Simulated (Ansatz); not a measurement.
# Two structures, one formula

The two ends of one reaction step of SiH$_{6}$O$_{4}$, singlet (PBE0-D4/def2-TZVP).

A:

Si1  (0.083, -0.547, -0.993)
O2  (0.382, 1.406, 1.836)
O3  (-1.242, -0.768, -1.922)
O4  (-0.187, -1.031, 0.574)
O5  (0.522, 1.006, -0.890)
H6  (1.169, 1.456, 2.382)
H7  (1.115, -1.398, -1.612)
H8  (0.138, 0.468, 1.797)
H9  (-1.926, -0.097, -1.877)
H10  (-0.613, -1.881, 0.696)
H11  (0.560, 1.386, 0.008)
(Å)

B:

```json
{"atom": "Si1", "x (Å)": "-0.6049", "y (Å)": "-0.1209", "z (Å)": "0.2222"}
{"atom": "O2", "x (Å)": "0.6155", "y (Å)": "0.2838", "z (Å)": "1.2287"}
{"atom": "O3", "x (Å)": "-0.2510", "y (Å)": "-1.2548", "z (Å)": "-0.8943"}
{"atom": "O4", "x (Å)": "-1.7848", "y (Å)": "-0.7470", "z (Å)": "1.1573"}
{"atom": "O5", "x (Å)": "-0.9910", "y (Å)": "1.2351", "z (Å)": "-0.5963"}
{"atom": "H6", "x (Å)": "2.5223", "y (Å)": "0.5400", "z (Å)": "-0.6881"}
{"atom": "H7", "x (Å)": "2.8674", "y (Å)": "0.5608", "z (Å)": "-1.3510"}
{"atom": "H8", "x (Å)": "0.7723", "y (Å)": "-0.3042", "z (Å)": "1.9690"}
{"atom": "H9", "x (Å)": "0.2502", "y (Å)": "-0.9632", "z (Å)": "-1.6573"}
{"atom": "H10", "x (Å)": "-2.4420", "y (Å)": "-1.2876", "z (Å)": "0.7170"}
{"atom": "H11", "x (Å)": "-0.9540", "y (Å)": "2.0583", "z (Å)": "-0.1075"}
```

Computed with Ansatz 0.2.0 (basis: def2-TZVPP); correlated methods freeze the cores. B3LYP uses VWN-RPA correlation.

Problem. Which structure is lower at CCSD(T), and by how much? (An estimate is asked for; the value comes from the calculation.)

Solution. By the calculation: B, by 0.670 eV (electronic energy, against the other). By their contacts, A is a complex of SiH₄O₃ ([OH][SiH]([OH])[OH]) + H₂O and B is a complex of SiH₄O₄ ([OH][Si]([OH])([OH])[OH]) + H₂.

All methods give the same order:

```csv
method,E(B) − E(A) (eV)
SPW92,-0.409
PBE-D4,-0.542
BLYP-D4,-0.613
r2SCAN-D4,-0.693
B97M-V,-0.700
PBE0-D4,-0.592
B3LYP-D4,-0.638
r2SCAN0-D4,-0.698
BHLYP-D4,-0.683
CAM-B3LYP-D4,-0.629
wB97X-V,-0.650
wB97M-V,-0.662
B2PLYP,-0.651
PBE-QIDH,-0.651
RPA on PBE,-0.666
HF,-0.801
MP2,-0.695
CCSD,-0.683
CCSD(T),-0.670
```

T1 diagnostic: at most 0.012.

Labels in which every atom is bracketed show which atoms are joined, not bond orders.

For scale, one of the runs: CCSD(T)/def2-TZVPP, 250 basis functions, launched by `ansatz run in.yaml --threads 8 --pin off --events-out ev --progress --plain --max-ram 19148MiB`. Hardware: 8 CPU threads of an Arm Neoverse V1, shared host. Wall time 100 s; peak host memory 5.6 GiB.
